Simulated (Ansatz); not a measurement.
Total energies of the cluster Zn2Te⁺ (the lowest doublet isomer of a short search) from Ansatz at PBE0-D4/def2-TZVP, gas phase (1 Eh = 27.2114 eV = 2625.5 kJ/mol). The reference geometry is relaxed at PBE-D4/def2-TZVP.

Cartesian coordinates in Å:
```
Zn -1.412 1.278 1.098
Zn 1.270 -0.580 -1.697
Te 0.141 -0.698 0.600
```

```csv
state,geometry,energy (Eh)
charge 1 doublet,reference,-3826.08856
charge 0 triplet,reference,-3826.34898
charge 1 quartet,relaxed at PBE-D4/def2-TZVP,-3826.06928
```

In the def2 sets Te takes a core potential; there is no spin–orbit coupling.

**Question.** Work out the vertical electron affinity, to the triplet.

**Answer.** E(charge 1 doublet) − E(charge 0 triplet) = -3826.08856 − (-3826.34898) = 0.26042 Eh = 7.09 eV.

**Question.** Which of the charge 1 states is lowest, and how far above it are the others?

**Answer.** The doublet. quartet: -3826.06928 − (-3826.08856) = 0.01928 Eh = 50.6 kJ/mol.

The structure comes from a short search, and lower isomers may exist.
